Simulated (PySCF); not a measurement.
C₂H₄N, SMILES CC#[NH+], charge +1. Heavy atoms are numbered as in [CH3:1][C:2]#[NH+:3]. Hydrogens are named by the atom that carries them.

Coordinates come from a B3LYP-D3(BJ)/def2-TZVP optimisation. The isomer is the one that the SMILES or the coordinates give; other isomers of the formula were not compared.

Level of theory: PBE/pcSseg-2 in PySCF.

GIAO shieldings, no solvent; atoms alike by connectivity are averaged. δ = σ(ref) − σ: ¹³C against TMS (σ = 181.4 ppm); ¹⁵N against NH3 (σ = 262.8 ppm); ¹H against TMS (σ = 31.47 ppm), references at their B3LYP-D3(BJ)/def2-TZVP geometries, non-relativistic.

Computed chemical shifts:
| nucleus | atoms | count | δ (ppm) |
|---|---|---|---|
| ¹³C | C2 | 1 | 119.8 |
| ¹³C | C1 (CH3) | 1 | -0.9 |
| ¹⁵N | N3 (NH) | 1 | 153.0 |
| ¹H | H on N3 | 1 | 5.91 |
| ¹H | H on C1 | 3 | 3.24 |
